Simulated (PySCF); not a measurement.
selenium dioxide anion (O2Se), SMILES O=[Se]=O (connectivity only; charge and spin as stated), charge -1, multiplicity 2. Atoms are numbered in the order given.

```xyz
3

O      0.0000    -1.4103    -0.6403
Se     0.0000     0.0000     0.3013
O      0.0000     1.4103    -0.6403
```
Charge -1, spin multiplicity 2.

Coordinates come from a B3LYP-D3(BJ)/def2-SVPD optimisation. The spin state was assumed, not searched.

Level of theory: CAM-B3LYP/def2-TZVPD in PySCF.

Mulliken values depend strongly on the basis, most of all with diffuse functions as here. ESP charges are fitted to the potential on shells at 1.4 to 2.0 van der Waals radii. Atomic charges (e):

```
atom  ESP fit  meta-Löwdin  Mulliken  Mulliken spin
----  -------  -----------  --------  -------------
O1        [?]        -0.91     -0.71           0.20
Se2       [?]         0.83      0.43           0.60
O3        [?]        -0.91     -0.71           0.20
```

Q: Complete the blanks. (The exact figures need the calculation; the answer reports its results.)

A: 
- O1, ESP fit: -0.54
- Se2, ESP fit: 0.08
- O3, ESP fit: -0.54
